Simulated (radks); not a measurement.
The numbers below are computed, except where a source is named.
Species: the silver ion Ag3+. Configuration: [Kr] 4d8.

Code: a radial shooting solver on a logarithmic mesh with Libxc functionals. Model: non-relativistic Kohn-Sham, B86b exchange with PBE correlation, spin-polarised, spherical densities, point nucleus; open shells are filled with parallel spins first (spin-orbit coupling, left out, can overturn this in heavy ions); relativity is left out, which matters for an element this heavy.

Energy parts (Ry):
| part | energy |
|---|---|
| total | -10395.57475 |
| kinetic | 10391.33401 |
| electron-nucleus | -24631.45739 |
| Hartree | 4134.94111 |
| exchange-correlation | -290.39249 |

Orbitals (lengths in bohr, moments of r in powers of bohr; <r^-3> diverges for s and p1/2):
orbital  occ.  eigenvalue (Ry)      <r>  <r^-3>
1s down     1        -1805.937  0.03239       -
1s up       1        -1805.937  0.03239       -
2s up       1        -262.9253   0.1405       -
2s down     1        -262.8932   0.1405       -
2p up       3        -244.8609   0.1200    3322
2p down     3        -244.8373   0.1200    3322
3s up       1        -50.35277   0.3812       -
3s down     1        -50.33834   0.3811       -
3p up       3        -43.07688   0.3731   584.7
3p down     3        -43.05987   0.3731   584.5
3d up       5        -29.63559   0.3455   91.17
3d down     5        -29.60830   0.3455   91.15
4s up       1         -9.34313   0.9351       -
4s down     1         -9.22157   0.9345       -
4p up       3         -7.03578   0.9988   98.39
4p down     3         -6.91299   0.9988   98.65
4d up       5         -3.30948    1.235   10.10
4d down     3         -3.19210    1.243   10.04

The highest occupied level is 4d down at -43.431 eV. The spin density at the nucleus is -0.7473 e/bohr^3 (1s -0.0211, 2s -0.4005, 3s 0.0810, 4s -0.4067). Spin moment in Bohr magnetons: 2. Virial ratio -V/T = 2.00041. Summed over all electrons, <r^2> = 26.17 bohr^2, which gives a Langevin (diamagnetic) susceptibility term of -20.7 x 10^-6 cm^3/mol.

Run on one thread of a shared host, so times are rough (Arm Neoverse V2): 0.15 s of CPU time, 0.15 s wall, 14 iterations on 2476 mesh points.
